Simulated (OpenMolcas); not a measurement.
## Mn4+, Tc4+, Re4+: d3 down the group

```
Program             : OpenMolcas
Method              : SS-CASPT2, IPEA 0.25 Eh, imaginary shift 0.1 Eh
Basis               : ANO-RCC-VTZP
Scalar Hamiltonian  : DKH2, point nucleus
Spin-orbit coupling : state interaction with AMFI integrals over the reference wave functions, term energies averaged over their components
```

Active space for each ion: 3 electrons in 5 orbitals (d); closed shells correlated by CASPT2: Mn4+ 3s 3p; Tc4+ 4s 4p; Re4+ 5s 5p.

Computed levels in cm-1 above 4F 3/2:

| Level | Mn4+ | Tc4+ | Re4+ |
| --- | --- | --- | --- |
| 4F 5/2 | 374 | 1065 | 4880 |
| 4F 7/2 | 881 | 2380 | 9070 |
| 4F 9/2 | 1506 | 3840 | 12070 |
| 4P 1/2 | 17170 | 12350 | 15420 |
| 4P 5/2 | 17760 | 13980 | 21550 |
| 2G 7/2 | 18340 | 14020 | 19580 |
| 2G 9/2 | 18870 | 14900 | 31040 |
| 2P 1/2 | 25160 | 18320 | 25830 |
| 2H 9/2 | 25360 | 19370 | 20380 |
| weight of 4F in the lowest level (%) | 100 | 98 | 86 |

Mixed levels, with the weight of the term that names them: Re4+ 4F 9/2 (65 %), Re4+ 4P 1/2 (74 %), Re4+ 2G 9/2 (56 %), Re4+ 2P 1/2 (74 %), Re4+ 2H 9/2 (57 %).

Measured, with the error of the calculation in %. Measured levels: Mn4+ from Corliss and Sugar, J. Phys. Chem. Ref. Data 6, 1253 (1977); Re4+ from the list in Brasseur, Gamrath and Quinet, At. Data Nucl. Data Tables 157, 101636 (2024).

```csv
Level,Mn4+,Re4+
4F 5/2,359 (+4.3),4853 (+0.6)
4F 7/2,835 (+5.6),8973 (+1.1)
4F 9/2,1412 (+6.7),11914 (+1.3)
4P 1/2,16434 (+4.5),14325 (+7.6)
4P 5/2,17049 (+4.2),20922 (+3.0)
2G 7/2,17892 (+2.5),19013 (+3.0)
2G 9/2,18399 (+2.5),30366 (+2.2)
2P 1/2,23082 (+9.0),23669 (+9.1)
2H 9/2,24975 (+1.5),19967 (+2.1)
```

The fine-structure level 4F 9/2 changes by a factor of 8.01 from Mn4+ to Re4+.

Without spin-orbit coupling 4P lies 16670, 11120, 10850 cm-1 above 4F in that order; the difference to the level 4P 1/2, of either sign, comes from spin-orbit coupling, which also lowers the zero.

CASPT2 breaks the degeneracy within a term, and the mean is taken; among the terms shown or strongly mixed into the levels shown the widest spread is 820 cm-1 (3d3 2H, Mn4+). Terms from blocks run as CI alone lack orbitals of their own. The CASPT2 spread within a term exceeds the gap to the next term for 3d3 2P and 3d3 2H, so the order of their levels is uncertain (figures for Mn4+; the like holds for Tc4+, Re4+). Measured partners are found by configuration, term and J. A level has none where our copy of the source lacks it or the pairing is in doubt (some pairs that miss far off the trend of their configuration count as doubtful), and it then counts in no deviation. Levels of configurations outside the active space are missing.
